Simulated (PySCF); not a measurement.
Species: SiBr₄.
Z-matrix (Å and degrees, PBE0-D3(BJ)/def2-SVP geometry), rows numbered from 1:
```
Br
Si  1  2.2020
Br  2  2.2020  1  109.51
Br  2  2.2012  1  109.03  3  -119.94
Br  2  2.2031  1  109.89  3   119.84
```

Method: PySCF 2.14.0, density-fitted response routines, TDDFT CAM-B3LYP/def2-SVPD, vertical, gas phase, core orbitals frozen in the response. The CAM-B3LYP/def2-SVPD calculation is non-relativistic and has no spin–orbit coupling, an omission that weighs most on bromine.

Frontier orbitals with the atoms that hold most of them (Löwdin shares over 4%, at most four atoms; ? is withheld):

```
orbital  ε (eV)                               atoms
 HOMO-3  -10.78  Br5 26%, Br3 25%, Br4 20%, Br1 20%
 HOMO-2  -10.03  Br5 34%, Br1 30%, Br4 23%, Br3 13%
 HOMO-1  -10.02   Br3 37%, Br5 32%, Br4 22%, Br1 8%
   HOMO  -10.02   Br1 37%, Br4 30%, Br3 25%, Br5 8%
   LUMO       ?                                   ?
 LUMO+1    0.63  Si2 27%, Br3 20%, Br1 18%, Br5 18%
 LUMO+2    0.64  Si2 27%, Br4 20%, Br3 19%, Br1 17%
```

**Question.** Which atoms hold the LUMO, and with what shares?

**Answer.** Br5 (bonded to Si) 20%; Br1 (bonded to Si) 20%; Br4 (bonded to Si) 20%; Br3 (bonded to Si) 20%.

**Question.** What is the LUMO energy, and the HOMO–LUMO gap?

**Answer.** ε(LUMO) = -0.96 eV; the gap is 9.06 eV (0.3329 hartree).

Within 0.005 eV of a neighbour in this list lie HOMO-1/HOMO (point group found: Td); within a degenerate set the shares of single atoms can hang on how the components are chosen.

**Question.** The HOMO–LUMO gap is 9.06 eV. Where does the response calculation put the lowest singlet, and from which orbitals?

**Answer.** S1 is at 5.79 eV (f = 0.0000), 3.27 eV below the gap, made of HOMO-2/HOMO-1/HOMO→LUMO (≥93%). S1/S2/S3 lie within about 0.01 eV of each other. 

Next come S2 at 5.79 eV (f 0.0000), HOMO-2/HOMO-1/HOMO→LUMO (≥88%); S3 at 5.79 eV (f 0.0000), HOMO-2/HOMO-1/HOMO→LUMO (≥88%); S4 at 6.60 eV (f 0.071), HOMO-3→LUMO (55%), HOMO-4→LUMO (33%); S5 at 6.60 eV (f 0.071), HOMO-4→LUMO (53%), HOMO-3→LUMO (33%).

Orbitals of the list HOMO-3 to LUMO+2 that lie within 0.01 eV of each other are written together with a slash and their weights summed (≥ marks a lower bound); for degenerate orbitals outside that list single weights are arbitrary.

Löwdin shares depend on the basis, the more so with diffuse functions.
